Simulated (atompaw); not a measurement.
# An all-electron radial function and its pseudo partner (manganese (Mn))

Columns: radius, all-electron u(r) and pseudo u(r) of the 3s shell (level -85.64 eV) of manganese in the configuration [Ne] 3s2 3p6 3d5 4s2 4p0; PBEsol, scalar-relativistic, PAW (atompaw) scheme, atompaw 4.2.0.5.

| r (bohr) | all-electron | pseudo |
| --- | --- | --- |
| 0.079 | 0.0057 | 0.2217 |
| 0.158 | -0.5881 | 0.4350 |
| 0.237 | -0.5571 | 0.6318 |
| 0.315 | -0.1698 | 0.8031 |
| 0.394 | 0.3006 | 0.9476 |
| 0.473 | 0.7013 | 1.0588 |
| 0.552 | 0.9823 | 1.1344 |
| 0.631 | 1.1434 | 1.1738 |
| 0.710 | 1.2061 | 1.1788 |
| 0.788 | 1.1974 | 1.1530 |
| 0.867 | 1.1408 | 1.1005 |
| 0.946 | 1.0555 | 1.0272 |
| 1.025 | 0.9557 | 0.9395 |
| 1.104 | 0.8514 | 0.8439 |
| 1.183 | 0.7487 | 0.7462 |
| 1.262 | 0.6520 | 0.6514 |
| 1.340 | 0.5642 | 0.5642 |
| 1.419 | 0.4842 | 0.4842 |
| 1.498 | 0.4133 | 0.4133 |
| 1.577 | 0.3512 | 0.3512 |
| 1.656 | 0.2973 | 0.2973 |
| 1.735 | 0.2509 | 0.2509 |
| 1.813 | 0.2116 | 0.2116 |
| 1.892 | 0.1777 | 0.1777 |
| 1.971 | 0.1489 | 0.1489 |
| 2.050 | 0.1246 | 0.1246 |

Q: How many radial nodes do the two functions have?

A: The all-electron 3s function has n − l − 1 = 2; the pseudo-wave has 0, since the states of the same l below it are removed with the core.

Q: At about which radius was the pseudo-wave matched?

A: 1.45 bohr. The columns agree to 0.0005 from 1.34 bohr on; several derivatives are matched, so the curves merge somewhat inside the radius.

Q: Where does each function peak?

A: Outermost all-electron maximum near 0.71 bohr, pseudo maximum near 0.71 bohr (to the table’s step).

Q: Is the pseudo-wave norm-conserving?

A: No, it belongs to a PAW set: the norm inside the radius is not constrained, and the difference is carried by the augmentation charge.
